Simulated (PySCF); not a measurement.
Atomic charges against the basis set

Compound: C₄H₄FNSi.
Structure used (PBE0-D3(BJ)/def2-SVP), in Å, numbered top down from 1:
```
atom  x, y, z in Å
N1     3.4466   -1.2551   -0.1426
C2     2.7200   -0.3836    0.0775
C3     1.8013    0.7203    0.3590
C4     0.3990    0.3443    0.2207
C5    -0.7716    0.0322    0.1080
Si6   -2.5190   -0.4750   -0.0652
F7    -3.4674    0.7914    0.2955
H8     2.0391    1.5563   -0.3213
H9     1.9959    1.0835    1.3831
H10   -2.7868   -0.8732   -1.4698
H11   -2.8193   -1.5671    0.8944
```

PBE0 throughout (PySCF), one geometry, spherical d and f functions. Geometry: PBE0-D3(BJ)/def2-SVP; no solvent, vibrations or thermal averaging. The first 7 of 9 kinds of atom are listed.

Mulliken charges (e):

```tsv
basis	functions	N1	C2	C3	C4	C5	Si6	F7
STO-3G	43	-0.184	+0.087	-0.170	-0.043	-0.246	+0.742	-0.237
6-31G	75	-0.273	+0.175	-0.426	+0.061	-0.386	+1.006	-0.463
pcSseg-0	75	-0.351	+0.096	-0.293	-0.229	-0.402	+1.186	-0.494
6-31G*	110	-0.342	+0.277	-0.536	+0.382	-0.449	+0.700	-0.406
cc-pVDZ	122	-0.121	-0.047	-0.020	+0.211	-0.407	+0.577	-0.318
def2-SVP	122	-0.012	-0.212	+0.155	+0.042	-0.426	+0.731	-0.346
aug-cc-pVDZ	201	-0.331	-0.030	+0.497	+0.613	-0.789	+0.088	-0.593
6-311+G(2d,p)	221	-0.285	+0.250	-0.733	+0.803	-0.602	+0.678	-0.431
def2-TZVP	247	+0.003	-0.208	-0.185	-0.136	-0.024	+0.543	-0.321
cc-pVTZ	270	-0.056	-0.072	-0.153	-0.014	-0.164	+0.517	-0.288
IGLO-III	294	-0.288	+0.148	-0.140	-0.136	-0.248	+1.111	-0.495
pcSseg-2	315	-0.130	-0.025	+0.087	+0.145	-0.460	+0.879	-0.415
```

IAO charges (e):

```csv
basis,functions,N1,C2,C3,C4,C5,Si6,F7
STO-3G,43,-0.152,+0.087,-0.301,-0.018,-0.308,+0.923,-0.362
6-31G,75,-0.212,+0.135,-0.312,+0.024,-0.338,+0.955,-0.501
pcSseg-0,75,-0.211,+0.135,-0.313,+0.021,-0.346,+0.967,-0.489
6-31G*,110,-0.218,+0.143,-0.303,+0.019,-0.367,+1.092,-0.520
cc-pVDZ,122,-0.210,+0.137,-0.306,+0.016,-0.364,+1.079,-0.519
def2-SVP,122,-0.209,+0.137,-0.303,+0.020,-0.364,+1.090,-0.519
aug-cc-pVDZ,201,-0.225,+0.147,-0.308,+0.014,-0.364,+1.088,-0.533
"6-311+G(2d,p)",221,-0.226,+0.149,-0.311,+0.016,-0.374,+1.118,-0.537
def2-TZVP,247,-0.224,+0.148,-0.310,+0.016,-0.377,+1.130,-0.538
cc-pVTZ,270,-0.222,+0.146,-0.311,+0.016,-0.373,+1.116,-0.534
IGLO-III,294,-0.226,+0.149,-0.312,+0.016,-0.376,+1.126,-0.538
pcSseg-2,315,-0.225,+0.149,-0.311,+0.017,-0.376,+1.128,-0.539
```

Hirshfeld charges (e):

```csv
basis,functions,N1,C2,C3,C4,C5,Si6,F7
STO-3G,43,-0.166,+0.042,+0.066,-0.072,-0.172,+0.504,-0.155
6-31G,75,-0.200,+0.077,+0.012,-0.009,-0.169,+0.461,-0.234
pcSseg-0,75,-0.196,+0.078,+0.006,-0.015,-0.167,+0.484,-0.225
6-31G*,110,-0.210,+0.083,+0.010,-0.010,-0.160,+0.436,-0.199
cc-pVDZ,122,-0.198,+0.081,-0.005,-0.011,-0.160,+0.440,-0.192
def2-SVP,122,-0.204,+0.089,-0.010,-0.008,-0.159,+0.446,-0.195
aug-cc-pVDZ,201,-0.209,+0.088,-0.020,-0.010,-0.161,+0.458,-0.210
"6-311+G(2d,p)",221,-0.211,+0.088,-0.015,-0.011,-0.162,+0.459,-0.211
def2-TZVP,247,-0.211,+0.089,-0.017,-0.008,-0.159,+0.446,-0.202
cc-pVTZ,270,-0.209,+0.089,-0.016,-0.008,-0.159,+0.443,-0.198
IGLO-III,294,-0.211,+0.089,-0.020,-0.012,-0.157,+0.445,-0.201
pcSseg-2,315,-0.211,+0.092,-0.021,-0.007,-0.160,+0.454,-0.207
```

ESP-fitted charges (e):

```
        basis  functions      N1      C2      C3      C4      C5     Si6      F7
       STO-3G         43  -0.403  +0.466  -0.591  +0.192  -0.340  +0.646  -0.189
        6-31G         75  -0.466  +0.489  -0.548  +0.270  -0.471  +0.876  -0.386
     pcSseg-0         75  -0.498  +0.565  -0.721  +0.372  -0.590  +1.037  -0.387
       6-31G*        110  -0.432  +0.432  -0.503  +0.215  -0.370  +0.611  -0.257
      cc-pVDZ        122  -0.408  +0.391  -0.458  +0.203  -0.380  +0.626  -0.265
     def2-SVP        122  -0.430  +0.429  -0.492  +0.232  -0.411  +0.690  -0.277
  aug-cc-pVDZ        201  -0.451  +0.445  -0.505  +0.228  -0.387  +0.617  -0.270
6-311+G(2d,p)        221  -0.446  +0.432  -0.497  +0.230  -0.398  +0.646  -0.279
    def2-TZVP        247  -0.446  +0.439  -0.513  +0.234  -0.392  +0.626  -0.265
      cc-pVTZ        270  -0.437  +0.428  -0.498  +0.226  -0.390  +0.623  -0.259
     IGLO-III        294  -0.448  +0.439  -0.501  +0.226  -0.382  +0.601  -0.260
     pcSseg-2        315  -0.454  +0.451  -0.519  +0.245  -0.416  +0.687  -0.287
```

Question: Which scheme is steadiest as the basis changes?

Answer: Largest range over the bases for any column: Hirshfeld 0.09 e, IAO 0.21 e, ESP-fitted 0.44 e, Mulliken 1.23 e. Hirshfeld charges move least and Mulliken charges most, counted in e. Without the minimal STO-3G basis the ranges are Hirshfeld 0.05, IAO 0.18, ESP-fitted 0.44, Mulliken 1.23 e.

Question: How much do the charges still move between the two largest bases, IGLO-III and pcSseg-2?

Answer: At most, over all atoms: Mulliken 0.281 e, IAO 0.002 e, Hirshfeld 0.010 e, ESP-fitted 0.086 e.

Question: What do the same runs give for the total energy, the frontier levels and the dipole moment?

Answer: 
```csv
basis,energy (Eh),HOMO (eV),LUMO (eV),μ (D)
STO-3G,-591.0026,-5.67,3.40,2.37
6-31G,-598.2731,-8.47,-0.89,1.41
pcSseg-0,-597.3750,-8.77,-1.10,1.74
6-31G*,-598.3992,-8.34,-0.90,2.00
cc-pVDZ,-598.4335,-8.44,-1.00,1.89
def2-SVP,-598.0980,-8.53,-1.04,1.95
aug-cc-pVDZ,-598.4574,-8.57,-1.28,2.04
"6-311+G(2d,p)",-598.5295,-8.62,-1.33,2.03
def2-TZVP,-598.5620,-8.59,-1.25,2.10
cc-pVTZ,-598.5483,-8.56,-1.18,2.10
IGLO-III,-598.5653,-8.60,-1.25,2.11
pcSseg-2,-598.5664,-8.62,-1.28,2.04
```

The dipole is fixed by the density alone, so its range of 0.96 D shows that the density itself changes with the basis, not only its division among atoms.
